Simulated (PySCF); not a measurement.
# Predicted spectroscopic data

Theoretical values (PySCF): NMR shieldings at PBE0/pcSseg-1/GIAO, GFN2-xTB geometry. Non-relativistic Hamiltonian, fast rotation and ring inversion assumed for equivalent nuclei, one computed conformer, no solvent.

References, each an isolated molecule treated in the same way: TMS for $^{1}$H (31.72 ppm), $^{13}$C (186.93 ppm). Splittings of carbon signals by F and P are missing where no couplings were computed. Where no couplings were computed, multiplicities follow the n + 1 count of equivalent neighbours, and m marks all less simple cases (inequivalent or close neighbours, rings, F or P nearby). Shifts are as computed. Against solution values, carbons near 30 ppm lie about +3 ppm off and those near 130 ppm about +5 ppm. Of 1211 compounds with measured shifts, 218 miss one by over three times the rms of a fit or turn the order of signals round; such compounds aren't used in these exercises.

Compound 1 (C₅H₉F₃O₂Si). $^{1}$H NMR (400 MHz, computed): δ 4.69 (m, 1H), 4.55 (m, 1H), 4.52 (m, 1H), 4.31 (m, 1H), 4.21 (m, 1H), 3.49 (m, 1H), 3.43 (m, 1H), 1.23 (m, 1H), 0.72 (m, 1H). $^{13}$C{$^{1}$H} NMR (computed): δ 130.8, 73.9, 71.7, 68.0, 12.9. Structure: SMILES FC(F)(F)O[C@H]1COCC[SiH2]1.

Compound 2 (C₅H₉F₃O₂Si). $^{1}$H NMR (400 MHz, computed): δ 5.16 (m, 1H), 4.85 (m, 1H), 4.60 (m, 1H), 4.39 (m, 1H), 4.25 (m, 1H), 2.43 (m, 1H), 1.05 (d, 3H). $^{13}$C{$^{1}$H} NMR (computed): δ 135.2 (C), 77.4 (CH), 69.0 (CH2), 40.3 (CH), 14.7 (CH3). Structure: SMILES C[C@@H]1CO[SiH2]O[C@@H]1C(F)(F)F.
